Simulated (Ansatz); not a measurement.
C6H8, charge -1, doublet (typed; the unrestricted solution is spin-contaminated), geometry from GFN2-xTB (a state made from the parent by changing its charge; the spin is typed, not shown lowest) (a gas-phase anion, which may not be bound at this level), with bond 10-4 at 1.8 times its length; HF/3-21G (Ansatz, a program for electronic structure).

Here is a job for Ansatz.
Ansatz 0.2 input:
```yaml
crystal:
  periodic: [false, false, false]
  atoms:
    - {symbol: C, position_ang: [0.31305079, -1.35259157, 0.31396263]}
    - {symbol: C, position_ang: [1.36875944, -0.49245493, 0.04198514]}
    - {symbol: C, position_ang: [1.15090488, 0.86022518, -0.23066779]}
    - {symbol: C, position_ang: [-0.13364746, 1.37877729, -0.32739707]}
    - {symbol: C, position_ang: [-1.29384426, 0.43461913, -0.36969396]}
    - {symbol: C, position_ang: [-1.04856313, -0.77651695, 0.54510289]}
    - {symbol: H, position_ang: [0.47918518, -2.39466487, 0.57136678]}
    - {symbol: H, position_ang: [2.38519396, -0.88725625, 0.01728473]}
    - {symbol: H, position_ang: [2.00543696, 1.52811281, -0.34607292]}
    - {symbol: H, position_ang: [-0.45106639, 3.25182691, -0.78934840]}
    - {symbol: H, position_ang: [-1.46835690, 0.05024113, -1.39758733]}
    - {symbol: H, position_ang: [-2.22683742, 0.94376924, -0.07219522]}
    - {symbol: H, position_ang: [-1.83130717, -1.53609609, 0.37608549]}
    - {symbol: H, position_ang: [-1.17328481, -0.43581520, 1.59540414]}
basis:
  gaussian:
    orbitals: 3-21G.json
hamiltonian:
  xc: hf
total_charge: -1
magnetization: {spin_polarized: true, initial_magnetization: 1}
scf: {lower_state_search: standard}
```
The basis file holds 3-21G in the JSON format of the Basis Set Exchange.

Task: Write the output that Ansatz gives for this input, abridged.

Result: 
```
Functional definition: HF
938 factors; integrals over basis functions are off by at most 9.6e-4 eV
mean field evaluation 1: about -6263.8086 eV, gradient 1.9e1 eV
mean field evaluation 2: about -6264.4911 eV, gradient 1.9e1 eV
mean field evaluation 4: about -6267.7423 eV, gradient 3.4e0 eV
mean field evaluation 8: about -6267.9635 eV, gradient 4.2e-1 eV
mean field evaluation 16: about -6268.2164 eV, gradient 2.4e-1 eV
mean field evaluation 32: about -6268.2163 eV, gradient 1.1e-1 eV
mean field evaluation 64: about -6267.9993 eV, gradient 1.3e-3 eV
mean field evaluation 96: about -6267.1092 eV, gradient 1.2e0 eV
mean field evaluation 128: about -6267.2271 eV, gradient 8.3e-1 eV
mean field evaluation 160: about -6267.9383 eV, gradient 7.7e-3 eV
mean field -6268.21692284 eV, -230.3527231643 hartree, gradient 1.5e-5 eV, S^2 1.410275; 6 other end points of the search recorded, 0 dependent functions left out
reference -6268.21692284 eV, -230.3527231643 hartree; 23, 22 occupied and 47, 48 virtual orbitals, 938 factors
Total energy: -6268.21692284 eV, -230.3527231643 hartree
```
